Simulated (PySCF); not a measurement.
**Computed structure and properties of [Eu(NH3)2]3+**

System: [Eu(NH3)2]3+ (singlet in the valence; each metal's 4f electrons, 6 of them, lie in its core potential, out of spins and levels); start: displaced along the imaginary mode (C1). Method: PySCF 2.14.0, RKS PBE, Eu lcecp-1-SVP with ECP52, N def2-SVP, H def2-SVP; non-relativistic Hamiltonian with scalar-relativistic core potentials where named; density fitting; no spin-orbit coupling.

Input of the relaxation:

```python
mol = gto.M(atom='''
Eu    -0.02668    -0.04173     0.00000
N      0.11708     0.18309     2.47390
H      0.94540     0.67763     2.89058
H     -0.68125     0.67939     2.94271
H      0.13360    -0.73498     2.98725
N      0.11708     0.18309    -2.47390
H      0.94815    -0.26135    -2.93765
H     -0.68400    -0.26311    -2.98978
H      0.13360     1.14649    -2.89311''',
    basis={'Eu': 'lcecp-1-SVP', 'N': 'def2-SVP', 'H': 'def2-SVP'},
    ecp={'Eu': 'lcecp-1-SVP'},
    charge=3, spin=0)
mf = dft.RKS(mol, xc='PBE')
mf.grids.atom_grid = (50, 194)  # f atoms: unpruned, at least (60, 302)
mf = mf.density_fit()  # fitting sets: Eu AutoAux, N def2-universal-JKFIT, H def2-universal-JKFIT
mf.conv_tol = 1e-08; mf.max_cycle = 55
mf.kernel(dm0)  # dm0: converged density of the start geometry
# quasi-Newton relaxation in Cartesian coordinates to a largest gradient under 0.00045 Eh/bohr, steps kept in the point group
```

Run from Python with OMP_NUM_THREADS=2; the lines above give its settings. Where DIIS fails, smearing, a level shift and second-order steps follow.
It took 55 s on 2 threads of Arm Neoverse V2 (shared host), from the converged density of the start.

Course of the relaxation:

```
step  energy above end (eV)  largest force component within the symmetry (eV/Å)
   0                 0.4421                                               0.255
   1                 0.4264                                               0.288
   2                 0.4088                                               0.316
   3                 0.3891                                               0.334
   4                 0.3675                                               0.343
   5                 0.3446                                               0.343
   6                 0.3211                                               0.334
   7                 0.2977                                               0.317
  14                 0.0022                                               0.120
  15                 0.0010                                               0.066
  16                 0.0006                                               0.055
  17                 0.0002                                               0.023
  18                 0.0000                                               0.023
  19                 0.0000                                               0.009
```
(The steps between are left out.)

Relaxed geometry (C1, nearly C2):

```xyz
9

Eu   -0.6338   -0.9827    0.0001
N     0.1044    0.1612    1.9860
H     1.0019    0.7020    1.9148
H    -0.5613    0.8734    2.3794
H     0.2782   -0.4638    2.8133
N     0.1022    0.1621   -1.9862
H     1.0658   -0.0819   -2.3282
H    -0.4891   -0.0126   -2.8377
H     0.1347    1.2107   -1.9415
```

| contact | Å |
| --- | --- |
| Eu1–N2 (NH3) | 2.408 |
| Eu1–N6 (NH3) | 2.408 |

On the finer grid (75, 302):

- HOMO: -24.28 eV
- LUMO: -19.00 eV
- Dipole about the centre of mass: 3.80 D
- Set of Mulliken populations of Eu1 outside the core potential: s 2.17, p 6.10, d 0.68, f 0.03
- D3(BJ) dispersion energy (not in the energies): -0.132 eV

| atom | Mulliken (e) | Löwdin (e) | spin (e) |
| --- | --- | --- | --- |
| Eu1 | 2.03 | 1.87 | 0.00 |
| N2 | -0.32 | 0.01 | 0.00 |
| H3 | 0.27 | 0.18 | 0.00 |
| H4 | 0.27 | 0.19 | 0.00 |
| H5 | 0.27 | 0.19 | 0.00 |
| N6 | -0.32 | 0.01 | 0.00 |
| H7 | 0.27 | 0.19 | 0.00 |
| H8 | 0.27 | 0.19 | 0.00 |
| H9 | 0.27 | 0.18 | 0.00 |

The 4f levels lie in the core potential and are missing. Their spin isn't counted.

No frequency check is given for this geometry.

Taking off one NH3 (charge 0, singlet; the rest: singlet) in vacuum, both parts rigid, costs 4.73 eV; the small basis without counterpoise inflates it. Parting with an electron moved from the ligand to the metal can be far cheaper, even downhill.

Rigid scan of NH3 along the line from its metal:

(distance to N2 (Å), energy (eV)): (2.11, 0.523), (2.21, 0.201), (2.31, 0.044), (2.41, 0.000), (2.51, 0.034), (2.61, 0.120), (2.81, 0.378)

One start shape was tried, so this needn't be the lowest isomer.

An lcecp potential fixes the number of 4f electrons, so in runs with it no electron can move into or out of that shell.
